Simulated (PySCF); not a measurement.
C$_{6}$H$_{12}$ (SMILES C=CCC(C)C), singlet, geometry from GFN2-xTB; DF-PBE0/def2-TZVPP (PySCF).

Input for PySCF:
```python
from pyscf import gto, scf, dft

mol = gto.Mole()
mol.atom = '''
    C     2.581815   -0.222473   -0.357089
    C     1.591392    0.170252    0.421472
    C     0.322081    0.792887   -0.062803
    C    -0.916184   -0.002295    0.377497
    C    -2.190335    0.749133    0.000700
    C    -0.910089   -1.391834   -0.253554
    H     2.536746   -0.113599   -1.428650
    H     3.481163   -0.664372    0.037734
    H     1.662487    0.047425    1.495317
    H     0.250192    1.805111    0.347322
    H     0.337175    0.868984   -1.151889
    H    -0.885477   -0.113350    1.467611
    H    -2.242744    0.889209   -1.077146
    H    -2.217437    1.727656    0.475523
    H    -3.069206    0.191134    0.316184
    H    -0.001883   -1.927819    0.012307
    H    -1.766423   -1.970260    0.086287
    H    -0.956676   -1.314140   -1.337936
'''
mol.basis = 'def2-tzvpp'
mol.charge = 0
mol.spin = 0
mol.verbose = 4
mol.max_memory = 1800
mol.build()

mf = dft.RKS(mol)
mf.xc = 'pbe0'
mf = mf.density_fit(auxbasis='def2-universal-jkfit')
mf.kernel()
```

What the program printed (banner, timings and long lists left out):

```
PySCF version 2.14.0

[INPUT] verbose = 4
[INPUT] num. atoms = 18
[INPUT] num. electrons = 48
[INPUT] charge = 0
[INPUT] spin (= nelec alpha-beta = 2S) = 0
[INPUT] symmetry False subgroup None
[INPUT] Mole.unit = angstrom
[INPUT] Symbol           X                Y                Z      unit          X                Y                Z       unit  Magmom
[INPUT]  1 C      2.581815000000  -0.222473000000  -0.357089000000 AA    4.878923254294  -0.420413040110  -0.674800412095 Bohr   0.0
[INPUT]  2 C      1.591392000000   0.170252000000   0.421472000000 AA    3.007295036824   0.321729652159   0.796466649173 Bohr   0.0
[INPUT]  3 C      0.322081000000   0.792887000000  -0.062803000000 AA    0.608644879926   1.498339277728  -0.118680469801 Bohr   0.0
[INPUT]  4 C     -0.916184000000  -0.002295000000   0.377497000000 AA   -1.731336839709  -0.004336921456   0.713365942845 Bohr   0.0
[INPUT]  5 C     -2.190335000000   0.749133000000   0.000700000000 AA   -4.139133271049   1.415656200874   0.001322808287 Bohr   0.0
[INPUT]  6 C     -0.910089000000  -1.391834000000  -0.253554000000 AA   -1.719818958979  -2.630185070858  -0.479147617788 Bohr   0.0
[INPUT]  7 H      2.536746000000  -0.113599000000  -1.428650000000 AA    4.793755187586  -0.214670998024  -2.699757227860 Bohr   0.0
[INPUT]  8 H      3.481163000000  -0.664372000000   0.037734000000 AA    6.578444664969  -1.255481124830   0.071306925584 Bohr   0.0
[INPUT]  9 H      1.662487000000   0.047425000000   1.495317000000 AA    3.141645115650   0.089620261457   2.825739599406 Bohr   0.0
[INPUT] 10 H      0.250192000000   1.805111000000   0.347322000000 AA    0.472794358557   3.411165414440   0.656343457036 Bohr   0.0
[INPUT] 11 H      0.337175000000   0.868984000000  -1.151889000000 AA    0.637168406050   1.642141766629  -2.176754735899 Bohr   0.0
[INPUT] 12 H     -0.885477000000  -0.113350000000   1.467611000000 AA   -1.673309019601  -0.214200456219   2.773382847399 Bohr   0.0
[INPUT] 13 H     -2.242744000000   0.889209000000  -1.077146000000 AA   -4.238171927512   1.680361477498  -2.035510936171 Bohr   0.0
[INPUT] 14 H     -2.217437000000   1.727656000000   0.475523000000 AA   -4.190348628477   3.264796677462   0.898608235932 Bohr   0.0
[INPUT] 15 H     -3.069206000000   0.191134000000   0.316184000000 AA   -5.799958759872   0.361190913093   0.597501164969 Bohr   0.0
[INPUT] 16 H     -0.001883000000  -1.927819000000   0.012307000000 AA   -0.003558354293  -3.643049927733   0.023256859415 Bohr   0.0
[INPUT] 17 H     -1.766423000000  -1.970260000000   0.086287000000 AA   -3.338055690133  -3.723251794186   0.163058798110 Bohr   0.0
[INPUT] 18 H     -0.956676000000  -1.314140000000  -1.337936000000 AA   -1.807855629944  -2.483364689336  -2.528332612196 Bohr   0.0

nuclear repulsion = 239.748186240627
number of shells = 138
number of NR pGTOs = 468
number of NR cGTOs = 354
basis = def2-tzvpp
ecp = {}

******** <class 'pyscf.df.df_jk.DFRKS'> ********
method = DFRKS
initial guess = minao
damping factor = 0
level_shift factor = 0
DIIS = <class 'pyscf.scf.diis.CDIIS'>
diis_start_cycle = 1
diis_space = 8
diis_damp = 0
SCF conv_tol = 1e-09
SCF conv_tol_grad = None
SCF max_cycles = 50
direct_scf = False
XC library pyscf.dft.libxc version 7.1.2
    S. Lehtola, C. Steigemann, M. J. T. Oliveira, and M. A. L. Marques,  SoftwareX 7, 1–5 (2018)
XC functionals = pbe0
    C. Adamo and V. Barone,  J. Chem. Phys. 110, 6158 (1999)
    M. Ernzerhof and G. E. Scuseria,  J. Chem. Phys. 110, 5029 (1999)
radial grids:
    Treutler-Ahlrichs [JCP 102, 346 (1995); DOI:10.1063/1.469408] (M4) radial grids

becke partition: Becke, JCP 88, 2547 (1988); DOI:10.1063/1.454033
pruning grids: <function nwchem_prune>
grids dens level: 3
symmetrized grids: False
atomic radii adjust function: <function treutler_atomic_radii_adjust>
small_rho_cutoff = 0
Set gradient conv threshold to 3.16228e-05
Initial guess from minao.
tot grids = 202408
******** <class 'pyscf.df.df.DF'> ********
auxbasis = def2-universal-jkfit
init E= -236.006034928522
  HOMO = -0.314407939530565  LUMO = -0.0709976233429046  gap/eV = 6.62353
cycle= 1 E= -235.577185001259  delta_E= 0.429  |g|= 0.459  |ddm|= 2.91
  HOMO = -0.205032431611418  LUMO = 0.0622744028417119  gap/eV = 7.27379
cycle= 2 E= -235.568963557152  delta_E= 0.00822  |g|= 0.499  |ddm|= 0.786
  HOMO = -0.269660449914511  LUMO = 0.0153068671643162  gap/eV = 7.75436
cycle= 3 E= -235.634437013656  delta_E= -0.0655  |g|= 0.0373  |ddm|= 0.456
  HOMO = -0.270902324423925  LUMO = 0.014766849888904  gap/eV = 7.77345
cycle= 4 E= -235.634585507513  delta_E= -0.000148  |g|= 0.0281  |ddm|= 0.0492
  HOMO = -0.269936055718073  LUMO = 0.0155551465924368  gap/eV = 7.76861
cycle= 5 E= -235.63476976625  delta_E= -0.000184  |g|= 0.00682  |ddm|= 0.0209
  HOMO = -0.269882181395268  LUMO = 0.0156693991527277  gap/eV = 7.77025
cycle= 6 E= -235.634780800259  delta_E= -1.1e-05  |g|= 0.00202  |ddm|= 0.00576
  HOMO = -0.269962866317215  LUMO = 0.0155692248241976  gap/eV = 7.76972
cycle= 7 E= -235.634781774179  delta_E= -9.74e-07  |g|= 0.000411  |ddm|= 0.00151
  HOMO = -0.269942121143131  LUMO = 0.0155912083023821  gap/eV = 7.76976
cycle= 8 E= -235.634781814351  delta_E= -4.02e-08  |g|= 7.84e-05  |ddm|= 0.000434
  HOMO = -0.269942848055265  LUMO = 0.0155920031880896  gap/eV = 7.76980
cycle= 9 E= -235.634781815941  delta_E= -1.59e-09  |g|= 1.87e-05  |ddm|= 9.28e-05
  HOMO = -0.26994212870629  LUMO = 0.0155926447224708  gap/eV = 7.76980
cycle= 10 E= -235.634781816019  delta_E= -7.85e-11  |g|= 5.36e-06  |ddm|= 1.51e-05
  HOMO = -0.269942623076332  LUMO = 0.0155921617776684  gap/eV = 7.76980
Extra cycle  E= -235.634781816018  delta_E= 1.48e-12  |g|= 6.05e-06  |ddm|= 8.3e-06
converged SCF energy = -235.634781816018
```
